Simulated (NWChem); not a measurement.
GaH, singlet; SMILES [GaH]

```xyz
2

Ga     0.0000     0.0000    -0.0517
H      0.0000     0.0000    -1.7341
```
Atoms are numbered in this order, from 1.

Level: PBE0-D3(BJ)/def2-TZVP (NWChem), optimised geometry, unscaled harmonic frequencies. Low-valent species are run as closed-shell singlets; no triplet was tried in these runs.

```csv
frequency (cm⁻¹),IR intensity (km/mol)
1594,788.2
```

* **zero-point energy**: 2.3 kcal/mol
* **thermal correction to the enthalpy at 298.15 K (with zero-point energy)**: 4.4 kcal/mol
* **heat capacity Cv**: 5.0 cal/(mol K)
* **entropy at 298.15 K and 1 atm (symmetry number 1)**: 47.7 cal/(mol K)
* **dipole moment**: 0.39 D

Rigid rotor and harmonic oscillator.
